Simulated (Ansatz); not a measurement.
Consider the isomerisation: `C=C=C(F)N[SiH3]` → `C#CN(C)[SiH2]F`.

Program: Ansatz. Geometries: PBE0-D4/def2-TZVP. ΔE: electronic, gas phase. CCSD(T)/CBS adds triple-zeta CCSD(T) − MP2 to the extrapolated MP2 energy (def2 sets, frozen cores). Functionals use def2-TZVPP. B3LYP here is the variant with VWN-RPA as its local correlation; programs differ in this. One conformer a species, not always the lowest.

(1) Is it downhill or uphill in electronic energy at CCSD(T)/CBS, and by how much? (Best estimate.)

(2) What do these levels give: B3LYP-D4, ωB97M-V, B2PLYP, PBE, r2SCAN, PBE0, B3LYP, HF/def2-TZVPP, SCS-MP2/def2-TZVPP, SCS-MP2/def2-QZVPP, HF/CBS(def2), MP2/CBS(def2)? (Best estimate.)

Largest T1 diagnostic among the species: 0.013.

Results:

(1) Ansatz gave: Downhill: ΔE = -189.5 kJ/mol.

(2) Ansatz gave: B3LYP-D4 -168.2, ωB97M-V -174.8, B2PLYP -184.1, PBE -147.8, r2SCAN -161.9, PBE0 -160.7, B3LYP -167.6, HF/def2-TZVPP -196.5, SCS-MP2/def2-TZVPP -201.4, SCS-MP2/def2-QZVPP -205.6, HF/CBS(def2) -199.2, MP2/CBS(def2) -211.5 kJ/mol.

From PBE to PBE0 (25 % exact exchange), in def2-TZVPP and without D4, ΔE moves by −12.9 kJ/mol.
